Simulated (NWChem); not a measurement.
Species: C2H6NO cation; SMILES NC(C)=[OH+]

```xyz
10

C      0.1485    -1.4082     0.0012
C     -0.0052     0.0633     0.0005
N      1.0124     0.8740    -0.0003
O     -1.1714     0.6224     0.0000
H     -0.3511    -1.8262     0.8905
H      1.2000    -1.7176     0.0064
H     -0.3447    -1.8272    -0.8912
H      0.8675     1.8838    -0.0010
H      1.9659     0.5248    -0.0003
H     -1.9067    -0.0108     0.0008
```
Atoms are numbered in this order, from 1.

Coordinates come from a PBE0/def2-SVP optimisation.

**Question.** Give the principal values of the shielding tensors (ppm) of C1, C2, N3, O4 from Hartree-Fock/6-31G* (spherical d), GIAO (NWChem), with their diamagnetic and paramagnetic parts as GIAO splits them.

**Answer.** 
| atom | σ11 | σ22 | σ33 | isotropic | diamagnetic | paramagnetic |
|---|---|---|---|---|---|---|
| C1 | 167.2 | 170.2 | 207.2 | 181.5 | 250.6 | -69.1 |
| C2 | -74.9 | -5.5 | 131.4 | 17.0 | 245.1 | -228.2 |
| N3 | 28.7 | 202.9 | 204.2 | 145.3 | 328.1 | -182.8 |
| O4 | 21.8 | 213.7 | 275.3 | 170.3 | 396.3 | -226.0 |
